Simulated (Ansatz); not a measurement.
Reaction (substitution at a C–C bond): `CC(C)C` + `[NH2][Al]([F])[F]` → `CC(C)[NH][Al]([F])[F]` + CH₄

Program: Ansatz. Geometries: PBE0-D4/def2-TZVP. ΔE: electronic, gas phase. CCSD(T)/CBS adds triple-zeta CCSD(T) − MP2 to the extrapolated MP2 energy (def2 sets, frozen cores). This one scheme is used for every species. Functionals use def2-TZVPP. B3LYP here is the variant with VWN-RPA as its local correlation; programs differ in this. One conformer a species, not always the lowest.

```csv
level,ΔE (kJ/mol)
PBE-D4,17.6
r2SCAN-D4,19.0
B3LYP-D4,17.3
B2PLYP,23.3
HF/def2-TZVPP,28.2
CCSD(T)/def2-TZVPP,22.6
MP2/def2-QZVPP,25.9
CCSD/CBS(def2),26.3
```

Task: What does CCSD(T)/CBS give? (An estimate is asked.)

Result: Computed: +24.3 kJ/mol. The listed levels differ from it by -6.7, -5.3, -7.0, -1.0, 3.9, -1.7, 1.6, 2.0 kJ/mol.

Largest T1 diagnostic among the species: 0.012.

In def2-TZVPP, CCSD(T) changes the Hartree–Fock value by −5.6 kJ/mol (the triples alone add −1.9 kJ/mol) and MP2 by −3.6 kJ/mol. The D4 term adds −6.1 kJ/mol with B3LYP and −3.6 kJ/mol with PBE0; it sums over pairs of atoms, weighted by their polarisabilities, and B3LYP, whose exchange is more repulsive, gets the larger term.
